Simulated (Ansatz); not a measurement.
Program: Ansatz. Geometries: PBE0-D4/def2-TZVP. ΔE: electronic, gas phase. CCSD(T)/CBS is the MP2 limit (def2-TZVPP, def2-QZVPP) plus CCSD(T) − MP2 in def2-TZVPP, frozen cores. Each species was taken in one conformer, which may not be the lowest.

Consider the ligand exchange at a B–N bond: `BNC(=N)F` + `CC(O)F` → `BOC(C)F` + `N=C(N)F`.

`BNC(=N)F`:

```xyz
9

B    -1.070   -0.345    1.069
N    -0.631    0.190   -0.157
C     0.660    0.204   -0.643
N     1.675   -0.247   -0.082
F     0.670    0.798   -1.856
H    -2.236   -0.256    1.304
H    -0.285   -0.850    1.802
H    -1.289    0.620   -0.789
H     2.505   -0.114   -0.649
```

`CC(O)F`:

Cartesian coordinates in Å:
```
C 0.509 -0.518 -0.725
C -0.067 0.173 0.474
O -1.114 0.974 0.077
F -0.532 -0.783 1.371
H -0.278 -1.076 -1.233
H 0.924 0.218 -1.415
H 1.298 -1.204 -0.417
H 0.688 0.742 1.033
H -1.428 1.475 0.835
```

`BOC(C)F`:

```xyz
11

B    -0.146   -1.987    0.353
O     0.137   -0.892   -0.380
C    -0.408    0.356   -0.066
C     0.612    1.435   -0.277
F    -1.470    0.559   -0.913
H     0.336   -3.017   -0.009
H    -0.840   -1.891    1.328
H    -0.814    0.339    0.952
H     0.165    2.411   -0.086
H     0.975    1.397   -1.305
H     1.453    1.290    0.403
```

`N=C(N)F`:

Cartesian coordinates in Å:
```
N 1.100 -0.491 -0.697
C 0.113 0.138 -0.253
N -0.476 -0.046 0.954
F -0.498 1.147 -0.910
H 1.401 -0.129 -1.594
H -0.216 -0.888 1.438
H -1.424 0.269 1.060
```

```json
{"species": "`BNC(=N)F`", "HF/def2-TZVPP energy (Eh)": "-273.36079"}
{"species": "`CC(O)F`", "HF/def2-TZVPP energy (Eh)": "-253.06356"}
{"species": "`BOC(C)F`", "HF/def2-TZVPP energy (Eh)": "-278.37014"}
{"species": "`N=C(N)F`", "HF/def2-TZVPP energy (Eh)": "-248.06113"}
```

Question: Work out ΔE.

Answer: ΔE = (-278.37014) + (-248.06113) − (-273.36079) − (-253.06356) = -0.00692 Eh = -18.2 kJ/mol. CCSD(T)/CBS gives -11.4 kJ/mol.

Largest T1 diagnostic among the species: 0.014.

In def2-TZVPP, CCSD(T) changes the Hartree–Fock value by +6.2 kJ/mol (the triples alone add +0.5 kJ/mol) and MP2 by +5.1 kJ/mol.
